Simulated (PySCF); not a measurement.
C₃H₁₁NSi₂, SMILES N[SiH2]CC(=C)[SiH3].

Geometry optimised at PBE0-D3(BJ)/def2-SVP. The structure was generated by enumeration, and PubChem lists no compound with its InChIKey, so it may never have been made. One conformer was computed; it need not be the lowest.

The numbers are results of TDA-PBE/def2-SVPD run with PySCF, not measurements.

Vertical excitations. Gas-phase values at a fixed geometry.

| state | energy (eV) | λ (nm) | f | main pairs |
|---|---|---|---|---|
| S1 | 4.73 | 262 | 0.008 | HOMO→LUMO 74 %, HOMO−1→LUMO 25 % |
| S2 | 5.51 | 225 | 0.015 | HOMO→LUMO+1 98 % |
| S3 | 5.72 | 217 | 0.005 | HOMO→LUMO+2 98 % |
| S4 | 5.95 | 208 | 0.008 | HOMO−1→LUMO+1 95 % |
| S5 | 6.17 | 201 | 0.003 | HOMO−1→LUMO+2 73 %, HOMO−2→LUMO 23 % |
| S6 | 6.19 | 200 | 0.026 | HOMO−2→LUMO 44 %, HOMO→LUMO+3 28 %, HOMO−1→LUMO+2 19 % |
| T1 | 3.97 | 312 | 0 | HOMO→LUMO 60 %, HOMO−1→LUMO 38 % |
| T2 | 4.75 | 261 | 0 | HOMO−1→LUMO 59 %, HOMO→LUMO 40 % |
Triplets are in the Tamm–Dancoff approximation.
